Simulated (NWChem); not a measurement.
# AlHBrF; SMILES [AlH]([F])[Br]

```xyz
4

Al    -0.5219    -1.1160     0.0005
H     -2.0391    -1.5138     0.0045
F      0.6300    -2.2990    -0.0002
Br     0.1485     1.0384    -0.0003
```
Atoms are numbered in this order, from 1.

All runs: NWChem. Structure relaxed at the B3LYP/6-31G* (spherical d) level. GIAO values for the isolated, static molecule; σ is the absolute isotropic shielding, δ = σ(reference) − σ with the isolated reference molecule computed at the same levels (19F: trichlorofluoromethane, 1H: tetramethylsilane). Spin-orbit effects, on the heavy nuclei and on their neighbours, are missing.

Q: What does the run give for PBE0/pcSseg-1? Quantities: σ Al1 (ppm); δ H2 (ppm); δ F3 (ppm); σ Br4 (ppm).

A: 
| Item | Value |
|---|---|
| σ Al1 (ppm) | 412.1 |
| δ H2 (ppm) | 4.94 |
| δ F3 (ppm) | -135.4 |
| σ Br4 (ppm) | 2605.6 |
